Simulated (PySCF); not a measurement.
Compound: C7H12F (doublet state).
Cartesian coordinates in Å at the GFN2-xTB level; atoms count from 1:
```xyz
20
C7H12F angstrom
C     -0.3306    1.1864    1.6906
C      0.0744    0.7418    0.3420
C      1.5557    0.3540    0.2614
C      1.9531   -0.0890   -1.1407
C     -0.8602   -0.4228    0.0214
C     -0.7110   -1.6542    0.4849
C     -2.0275   -0.0234   -0.8363
F     -2.9444   -1.0324   -0.9856
H     -1.1675    1.8449    1.8195
H      0.0552    0.6820    2.5549
H     -0.1194    1.5365   -0.3882
H      1.7650   -0.4436    0.9740
H      2.1503    1.2219    0.5539
H      3.0079   -0.3515   -1.1703
H      1.7796    0.7102   -1.8588
H      1.3735   -0.9577   -1.4448
H      0.1155   -1.9373    1.1106
H     -1.4214   -2.4276    0.2488
H     -2.5625    0.8259   -0.3942
H     -1.6907    0.2465   -1.8460
```

The hyperfine couplings belong to this conformer and change with its torsions.

As a line formula: `C=C(CF)[C@@H]([CH2])CC` [radical].

Theory: UKS B3LYP, pcH-1 on C F H, non-relativistic, mean-field spin-orbit, GIAO (PySCF). One conformer (not necessarily the lowest) at the GFN2-xTB geometry, without solvent, vibrations or thermal averaging. The geometry wasn't refined by DFT: couplings that depend on bond lengths, twists or pyramidal angles can differ widely from those at the functional's own minimum. The SCF solution wasn't tested for stability.

Question: Break the g tensor into its mass correction, gauge correction and orbital-Zeeman/spin–orbit terms.

Answer: 
```tsv
Δg (ppm)	1	2	3
relativistic mass correction	-145	-145	-145
gauge correction	10	18	41
orbital Zeeman/spin–orbit	38	463	578
total	-97	336	474
```

So g = 2.00222, 2.00266, 2.00279 and g_iso = 2.00256; the tensor is rhombic: the two nearest values differ by 24 % of g3 − g1. Axes: g3 points within 7° of the C1–C2 bond.

Question: Average each term over the three axes. Which is largest in size?

Answer: The orbital-Zeeman/spin–orbit term 359, the mass correction -145 and the gauge correction 23 ppm, for a total of 238 ppm. The orbital-Zeeman/spin–orbit term is the largest in size. The mass correction is the same along every axis, so the anisotropy comes from the other two: their spans along these axes are 31 (gauge) and 540 ppm (orbital Zeeman/spin–orbit).

Question: What effective moment and Curie constant follow for a powder?

Answer: With the mean of g² = 4.0102 and S(S+1) = 0.75: μ_eff = √(⟨g²⟩S(S+1)) = 1.734 μB and χT = 0.12505·⟨g²⟩·S(S+1) = 0.376 cm³ K/mol (cgs; spin-Hamiltonian part alone).

Question: At 9.583 GHz, how far is the centre of the isotropic spectrum from where a free electron (g = 2.002319) resonates?

Answer: B = hν/(g μB) with μB/h = 13.99624 MHz/mT gives 341.95 mT for the free electron and 341.90 mT at g_iso, 0.04 mT lower.

Question: In a frozen sample, at which fields do the three g values resonate at 9.5, 34, 94 and 263 GHz (hyperfine left aside), and which band first spreads them over more than twice a line width of 1.0 mT?

Answer: 
```json
{"band": "X", "GHz": "9.5", "B(g3) mT": "338.90", "B(g2) mT": "338.93", "B(g1) mT": "339.00", "spread mT": "0.10"}
{"band": "Q", "GHz": "34.0", "B(g3) mT": "1212.92", "B(g2) mT": "1213.00", "B(g1) mT": "1213.26", "spread mT": "0.35"}
{"band": "W", "GHz": "94.0", "B(g3) mT": "3353.36", "B(g2) mT": "3353.59", "B(g1) mT": "3354.32", "spread mT": "0.96"}
{"band": "J", "GHz": "263.0", "B(g3) mT": "9382.27", "B(g2) mT": "9382.92", "B(g1) mT": "9384.95", "spread mT": "2.68"}
```

The spread grows in proportion to the frequency. J band is the first where it exceeds 2.0 mT.

Largest spin populations (Mulliken): C1 (+1.06), C6 (+0.08) and C2 (-0.08). C1 is the only atom above +0.15. The angles at C1 add up to 358.5°, so it is nearly planar; its axial dipolar tensor and the negative couplings of its protons fit spin in a p orbital normal to that plane.

The HOMO–LUMO gaps are 5.72 eV among the α and 5.40 eV among the β orbitals.
